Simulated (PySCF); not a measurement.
**Mayer bond orders and bond lengths**

Species: C7H6O.
SMILES with atom numbers: `[CH:1]#[C:2][CH2:3][c:4]1[cH:5][cH:6][cH:7][o:8]1` (hydrogens: H9 on C1; H10, H11 on C3; H12 on C5; H13 on C6; H14 on C7)

Cartesian coordinates in Å at the PBE0-D3(BJ)/def2-SVP level; atoms count from 1:
```xyz
14
C7H6O angstrom
C     -3.0907    0.8806    0.5249
C     -2.2559    0.1028    0.1218
C     -1.2413   -0.8358   -0.3501
C      0.1634   -0.3738   -0.1264
C      0.9002   -0.1090    0.9918
C      2.1881    0.3063    0.5294
C      2.1300    0.2589   -0.8309
O      0.9085   -0.1512   -1.2310
H     -3.8327    1.5720    0.8782
H     -1.3997   -1.8120    0.1398
H     -1.3698   -1.0090   -1.4304
H      0.5583   -0.1920    2.0208
H      3.0448    0.6005    1.1316
H      2.8461    0.4751   -1.6190
```

Bond orders from the PBE0/pcSseg-1 density (PySCF). Isolated species at its PBE0-D3(BJ)/def2-SVP geometry (one conformer only).

**Question.** How far do the computed orders between heavy atoms stray from the drawn ones?

**Answer.** The largest departure is 0.444, at O8–C4 (drawn aromatic, 1.056), counting aromatic bonds as 1.5. Drawn double or triple, more than 0.30 short of the drawn order: C1–C2 (2.594). The bonds drawn aromatic range from 1.06 to 1.60.

**Question.** Set the Mayer orders of the bonds between heavy atoms beside their lengths.

**Answer.** 
```csv
bond,drawn as,length (Å),Mayer order
C1–C2,triple,1.210,2.594
C2–C3,single,1.461,1.048
C3–C4,single,1.496,1.042
C4–C5,aromatic,1.365,1.558
C5–C6,aromatic,1.430,1.264
C6–C7,aromatic,1.362,1.605
C7–O8,aromatic,1.349,1.081
O8–C4,aromatic,1.351,1.056
```

Bonds between the same two heavy elements. C–C: lowest C3–C4 (1.042, 1.496 Å), highest C1–C2 (2.594, 1.210 Å). C–O: lowest O8–C4 (1.056, 1.351 Å), highest C7–O8 (1.081, 1.349 Å).

**Question.** And the bonds to hydrogen?

**Answer.** C–H: 0.91 to 1.12 (6 bonds).

**Question.** Sum the orders of all bonds at each heavy atom with more than one neighbour and set the sums beside the valence in the SMILES.

**Answer.** C1 3.719 (drawn 4), C2 3.642 (drawn 4), C3 3.910 (drawn 4), C4 3.656 (drawn 4), C5 3.827 (drawn 4), C6 3.852 (drawn 4), C7 3.673 (drawn 4), O8 2.137 (drawn 2). Orders between atoms that aren't bonded are not in these sums.

The Mayer order sums products of elements of PS (density times overlap matrix) between the two atoms' basis functions, so it depends on the basis set.
